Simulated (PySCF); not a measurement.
TDDFT excited states: B3Cl2H4N

Species: B3Cl2H4N.
Z-matrix (Å and degrees, PBE0-D3(BJ)/def2-SVP geometry), rows numbered from 1:
```
B 
N   1  1.4183
B   2  1.4230  1  125.36
B   3  1.6952  2  121.91  1     0.05
Cl  4  1.7547  3  121.06  2   -91.07
Cl  4  1.7554  3  120.73  2    92.46
H   1  1.2078  2  120.05  3  -179.82
H   1  1.2082  2  118.45  3     0.22
H   2  1.0160  1  117.30  3   179.85
H   3  1.2132  2  117.95  1   179.95
```

Theory: TDDFT B3LYP/def2-SVPD, vertical, gas phase, core orbitals frozen in the response in PySCF 2.14.0, density-fitted response routines.

Question: List the vertical singlet excitations with oscillator strengths and describe the spectrum.

Answer: 

| state | E (eV) | λ (nm) | ν̃ (cm⁻¹) | f | main configurations (H = HOMO, L = LUMO) |
| --- | --- | --- | --- | --- | --- |
| S1 | 5.08 | 244.1 | 40960 | 0.0033 | H→L (79%), H→L+1 (18%) |
| S2 | 5.11 | 242.9 | 41180 | 0.0051 | H→L+1 (80%), H→L (18%) |
| S3 | 5.76 | 215.4 | 46420 | 0.0001 | H-1→L+1 (98%) |
| S4 | 6.08 | 203.9 | 49030 | 0.016 | H-1→L (66%), H-3→L (31%) |
| S5 | 6.08 | 203.9 | 49050 | 0.0093 | H-3→L (65%), H-1→L (32%) |
| S6 | 6.50 | 190.8 | 52420 | 0.0024 | H-2→L (98%) |
| S7 | 6.65 | 186.4 | 53660 | 0.0076 | H-3→L+1 (74%), H-2→L+1 (13%) |
| S8 | 6.66 | 186.1 | 53740 | 0.047 | H-2→L+1 (53%), H→L+2 (23%), H-3→L+1 (16%) |
| S9 | 6.87 | 180.5 | 55390 | 0.0044 | H→L+2 (47%), H-5→L (36%) |
| S10 | 6.94 | 178.6 | 56000 | 0.0012 | H-4→L+1 (91%) |

Triplets, Tamm–Dancoff:

| state | E (eV) | λ (nm) | main configurations (H = HOMO, L = LUMO) |
| --- | --- | --- | --- |
| T1 | 4.48 | 276.9 | H→L+1 (94%) |
| T2 | 4.61 | 268.7 | H→L (88%) |
| T3 | 5.60 | 221.6 | H-1→L+1 (97%) |
| T4 | 5.61 | 220.9 | H-3→L (89%) |

The lowest singlet comes at 244 nm (490 kJ/mol) in the ultraviolet; it is very weak; its leading configuration is HOMO→LUMO (79%). The strongest level in the table is S8 at 6.66 eV (186 nm, f = 0.047). S4/S5 and S7/S8 lie within about 0.01 eV of each other in each set. Löwdin shares by element: HOMO chlorine 44%, boron 42% or more; LUMO boron 60% or more, nitrogen 15%, hydrogen 5% or more (atoms not listed hold the other 20%). The listed states span 1.86 eV, and the widest gap between neighbours is 0.65 eV (S2 to S3). Weighted by f, the mean energy of these states is 6.38 eV. Orbital energies (eV): HOMO-3 -9.32, HOMO-2 -9.26, HOMO-1 -8.83, HOMO -8.12, LUMO -1.93, LUMO+1 -1.77, LUMO+2 -0.28. The vertical ionisation energy (ΔSCF) is 10.30 eV, 3.35 eV above S10. Only the lowest 10 singlets were computed, as vertical energies without vibronic structure.

One conformer stands for the species.
